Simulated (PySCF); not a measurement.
C₄H₈OSi, SMILES CC1=C[C@H]([SiH3])O1.

Geometry optimised at B3LYP-D3(BJ)/def2-SVP. The structure was generated by enumeration; whether it is a known compound was not checked.

Computed with PBE/def2-TZVP in PySCF.

Isolated molecule, no solvent.

```yaml
total_energy: -521.54078 hartree
highest_occupied_level: -5.30 eV
lowest_empty_level: -0.45 eV
orbital_gap: 4.85 eV
dipole_moment: 1.21 D
quadrupole, principal values (traceless, Buckingham form, about the centre of nuclear charge): -3.50, -1.90, 5.40 D·Å
mean_static_polarisability: 80.0 bohr³ (11.86 Å³)
polarisability_principal_values: 64.8, 73.2, 102.1 bohr³
```
